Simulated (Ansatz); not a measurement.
Computed with Ansatz on PBE0-D4/def2-TZVP structures; ΔE is electronic, products minus reactants. CBS: MP2 limit from def2 TZ/QZ plus the TZ coupled-cluster correction, frozen cores. This one scheme is used for every species. Functionals use def2-TZVPP. B3LYP here is the variant with VWN-RPA as its local correlation; programs differ in this. Each species was taken in one conformer, which may not be the lowest.

Reaction (formal exchange of groups at the Si–Cl bond): `FC[SiH](F)Cl` + CH₃OH → `OC[SiH](F)CF` + HCl

```json
{"level": "r2SCAN-D4", "ΔE (kcal/mol)": "28.2", "difference from CCSD(T)/CBS": "0.2"}
{"level": "ωB97X-V", "ΔE (kcal/mol)": "27.5", "difference from CCSD(T)/CBS": "-0.5"}
{"level": "ωB97M-V", "ΔE (kcal/mol)": "27.6", "difference from CCSD(T)/CBS": "-0.4"}
{"level": "r2SCAN", "ΔE (kcal/mol)": "28.4", "difference from CCSD(T)/CBS": "0.4"}
{"level": "B3LYP", "ΔE (kcal/mol)": "28.4", "difference from CCSD(T)/CBS": "0.4"}
{"level": "MP2/def2-TZVPP", "ΔE (kcal/mol)": "28.7", "difference from CCSD(T)/CBS": "0.7"}
{"level": "SCS-MP2/def2-TZVPP", "ΔE (kcal/mol)": "28.6", "difference from CCSD(T)/CBS": "0.6"}
{"level": "HF/def2-QZVPP", "ΔE (kcal/mol)": "31.7", "difference from CCSD(T)/CBS": "3.7"}
{"level": "SCS-MP2/def2-QZVPP", "ΔE (kcal/mol)": "29.1", "difference from CCSD(T)/CBS": "1.1"}
{"level": "MP2/CBS(def2)", "ΔE (kcal/mol)": "29.4", "difference from CCSD(T)/CBS": "1.4"}
{"level": "CCSD(T)/CBS", "ΔE (kcal/mol)": "28.0", "difference from CCSD(T)/CBS": "0"}
```

Largest T1 diagnostic among the species: 0.011.

In def2-TZVPP, CCSD(T) changes the Hartree–Fock value by −4.2 kcal/mol (the triples alone add −0.3 kcal/mol) and MP2 by −2.8 kcal/mol. From PBE to PBE0 (25 % exact exchange), in def2-TZVPP and without D4, ΔE moves by +1.1 kcal/mol. The D4 term adds −0.8 kcal/mol with B3LYP and −0.5 kcal/mol with PBE0; it sums over pairs of atoms, weighted by their polarisabilities, and B3LYP, whose exchange is more repulsive, gets the larger term.
